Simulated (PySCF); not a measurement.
# Electron correlation in Ti³⁺ (titanium, charge +3)

[Ar] 3d1, 2D determinant. All numbers are calculated (PySCF 2.14, scalar relativity by spin-free X2C-1e, in x2c-QZVPPall (11s7p5d3f2g, 96 functions)). Frozen: [Ne]; 9 electrons correlated.

```csv
level,correlation energy (mhartree)
CCSD,-259.51
(T),-5.36
CCSD(T),-264.87
```

Diagnostics: T1 = 0.0023, D1 = 0.0056, largest double amplitude 0.039.

Cost of the coupled-cluster step: about 40 core-seconds, for 9 correlated electrons.

Iterations:

```
CC2 = 0
CCSD nocc = (np.int64(5), np.int64(4)), nmo = (91, 91)
frozen orbitals [[0, 1, 2, 3, 4], [0, 1, 2, 3, 4]]
max_cycle = 100
direct = 0
conv_tol = 1e-08
conv_tol_normt = 1e-06
diis_space = 8
diis_start_cycle = 0
Init t2, MP2 energy = -0.233604859876445
Init E_corr(UCCSD) = -0.233604859879157
cycle = 1  E_corr(UCCSD) = -0.254816673639508  dE = -0.0212118138  norm(t1,t2) = 0.025988
cycle = 2  E_corr(UCCSD) = -0.258459279551227  dE = -0.00364260591  norm(t1,t2) = 0.00646045
cycle = 3  E_corr(UCCSD) = -0.259546788579891  dE = -0.00108750903  norm(t1,t2) = 0.00203069
cycle = 4  E_corr(UCCSD) = -0.25951469616405  dE = 3.20924158e-05  norm(t1,t2) = 0.000209008
cycle = 5  E_corr(UCCSD) = -0.259511366258875  dE = 3.32990517e-06  norm(t1,t2) = 2.61085e-05
cycle = 6  E_corr(UCCSD) = -0.259512135158409  dE = -7.68899533e-07  norm(t1,t2) = 6.66285e-06
cycle = 7  E_corr(UCCSD) = -0.259512128671581  dE = 6.48682746e-09  norm(t1,t2) = 1.10565e-06
cycle = 8  E_corr(UCCSD) = -0.259512120226485  dE = 8.44509634e-09  norm(t1,t2) = 1.35824e-07
UCCSD converged
E(UCCSD) = -851.3628870004526  E_corr = -0.2595121202264847
UCCSD(T) correction = -0.00535779696500577
```

This basis was not built for core-valence correlation, so the inner-shell part is incomplete.
